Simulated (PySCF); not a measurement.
## Vibration and rotation of ZrCl

UHF-CCSD(T) constants of ZrCl, ⁴Σ⁻ (quartet), unpaired electrons σ ↑, δ ↑↑ (Zr def2-TZVPP with ECP28, Cl def2-TZVPP; scalar-relativistic core potentials (PySCF 2.14); masses 89.9047 and 34.9689 u):

| Item | Value |
| --- | --- |
| ωe | 389.7 cm⁻¹ |
| ωexe | 1.09 cm⁻¹ |
| Be | 0.12178 cm⁻¹ |
| αe | 0.000486 cm⁻¹ |
| D (centrifugal) | 4.76e-08 cm⁻¹ |
| De to Zr (4d2 5s2) + Cl | 4.40 eV |

(1) Give the vibrational terms G(v) and spacings up to v = 6.

(2) How well does the Morse estimate ωe²/(4ωexe) reproduce De, and what is D0?

Correlated steps freeze 5 core orbitals. These are scalar-relativistic numbers at best; spin–orbit coupling would shift them, the dissociation energy most. With d or f electrons several states lie close, and the lowest PBE0 determinant need not be the measured ground state.

Results:

(1) G(v) = ωe(v+½) − ωexe(v+½)².

```csv
v,G(v) (cm⁻¹),G(v) − G(v−1),Bv (cm⁻¹)
0,194.6,,0.1215
1,582.1,387.5,0.1211
2,967.4,385.3,0.1206
3,1350.6,383.2,0.1201
4,1731.6,381.0,0.1196
5,2110.4,378.8,0.1191
6,2487.0,376.6,0.1186
```

(2) It gives 4.32 eV, 98 % of the computed De. D0 = De − G(0) = 4.40 − 0.02 = 4.38 eV.
